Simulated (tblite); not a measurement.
A tight-binding relaxation on `CBC1([SiH2]S[SiH3])CCC1`.

Computed with GFN2-xTB geometry optimisation, gas phase (tblite 0.8.0). Start geometry: from a force field or distance geometry. The input is one job of a driver script: a line of settings, then coordinates in Å.

Command:
```bash
OMP_NUM_THREADS=1 python probes_run.py task.json out
```

Input:
```
{"job": {"kind": "relax", "xc": "GFN2-xTB", "basis": "xTB"}, "charge": 0, "multiplicity": 1}
C     -1.750700    -1.966000     0.138200
B     -0.738200    -0.972900     0.854900
C     -0.378500     0.322400     0.005900
Si     0.525200    -0.139100    -1.533000
S      2.468600     0.730300    -1.450900
Si     3.788800    -0.569600    -0.363900
C      0.055000     1.524100     0.760400
C     -1.411500     1.756000     1.094800
C     -1.703500     1.052400    -0.234000
H     -2.701200    -2.030300     0.708900
H     -1.343400    -2.976000     0.046100
H     -2.009400    -1.616400    -0.877900
H     -0.778500    -0.927800     2.063400
H      0.739300    -1.611100    -1.613300
H     -0.243600     0.253800    -2.726800
H      4.292300     0.099600     0.869700
H      3.052200    -1.787100     0.019900
H      4.894800    -0.899900    -1.294400
H      0.374800     2.334000     0.074200
H      0.689300     1.364900     1.654400
H     -1.754800     2.805100     1.054200
H     -1.767800     1.168400     1.979200
H     -2.589800     0.398700    -0.104300
H     -1.721100     1.706200    -1.118000
```

Output:
```
step      E/eV     max force
  0    -715.29958    2.157
  1    -715.56716    1.144
  2    -715.73155    0.871
  3    -715.82036    0.543
  4    -715.87194    0.443
  5    -715.90442    0.355
  6    -715.92834    0.318
  7    -715.95404    0.346
  8    -715.97994    0.305
  9    -716.00210    0.287
... (233 lines left out)
243    -716.33992    0.033
244    -716.34007    0.028
245    -716.34019    0.036
246    -716.34029    0.033
247    -716.34038    0.018
248    -716.34048    0.018
249    -716.34058    0.017
250    -716.34066    0.015
251    -716.34071    0.012
252    -716.34075    0.009
```

«max force» is the largest atomic force in eV/Å.

From which step on does the largest force stay under 0.1 eV/Å, and how much energy is left to gain from there?

From step 235 (0.046 eV/Å), 4.7 meV above the end.

In short: energy lowered by 24.0 kcal/mol over 252 steps; largest atomic force 0.009 eV/Å at the end.

How long does this job take on Arm Neoverse V2, one thread, no GPU, shared host with 96 logical CPUs at a one-minute load of 28?

About 2.7 s.
Labels such as C1 count atoms from 1, the log's own numbers from 0.
